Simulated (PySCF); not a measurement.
W(OH)2 (H2O2W), SMILES [W]([OH])[OH] (connectivity only; charge and spin as stated), neutral, multiplicity 3.

Geometry optimised at PBE0-D3(BJ)/def2-TZVP. The spin state was assumed, not searched. The def2 effective core potentials stand for the cores of W; spin–orbit coupling is left out. One conformer was computed; it need not be the lowest.

All values below come from PySCF with PBE0-D3(BJ)/def2-TZVP.

Frequencies are harmonic and unscaled.

Modes within 1.5 cm⁻¹ of each other (mostly degenerate sets) share a row, with their intensities summed.

Computed harmonic wavenumbers and intensities:
```csv
mode,ν (cm⁻¹),IR (km/mol),moving atoms (share of kinetic energy)
1–2,55,114.4,"O 48 %, H 40 %, W 13 %"
3–4,457,250.4,"H 59 %, O 38 %"
5–6,483,0.0,"H 87 %, O 13 %"
7,768,224.7,"O 79 %, W 16 %"
8,822,0.0,O 94 %
9,3994,707.3,H 94 %
10,3999,0.0,H 94 %
```
